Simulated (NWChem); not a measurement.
Species: GaBrClF; SMILES [F][Ga]([Cl])[Br]

```xyz
4

Ga    -0.3193     0.5034     0.0000
F     -2.0055     0.9441     0.0000
Cl     1.1199     2.0860     0.0000
Br     0.2545    -1.7018     0.0000
```
Atoms are numbered in this order, from 1.

All runs use the structure optimised with B3LYP/6-31G* (spherical d).

Symmetry labels are those of Cs in the frame above (b1 and b2, or b-type labels, depend on it).

**Question.** List the 6 lowest vertical singlet excitations and the 6 lowest triplet ones from Hartree-Fock/6-31G* (spherical d), TDHF (NWChem).

**Answer.** 
```csv
state,energy (eV),oscillator strength,symmetry,leading excitation (squared amplitude)
S1,6.96,0.039,a',HOMO → LUMO (0.89)
S2,7.04,0.017,a",HOMO−1 → LUMO (0.89)
S3,7.83,0.077,a',HOMO−2 → LUMO (0.81)
S4,7.97,0.044,a",HOMO−3 → LUMO (0.82)
S5,8.06,0.002,a",HOMO → LUMO+1 (0.90)
S6,8.29,0.011,a',HOMO−1 → LUMO+1 (0.63)
T1,6.23,spin-forbidden,a',HOMO → LUMO (0.83)
T2,6.29,spin-forbidden,a",HOMO−1 → LUMO (0.82)
T3,6.69,spin-forbidden,a',HOMO−2 → LUMO (0.49)
T4,7.15,spin-forbidden,a",HOMO−3 → LUMO (0.80)
T5,7.23,spin-forbidden,a',HOMO−4 → LUMO (0.44)
T6,7.67,spin-forbidden,a',HOMO−1 → LUMO+1 (0.72)
```
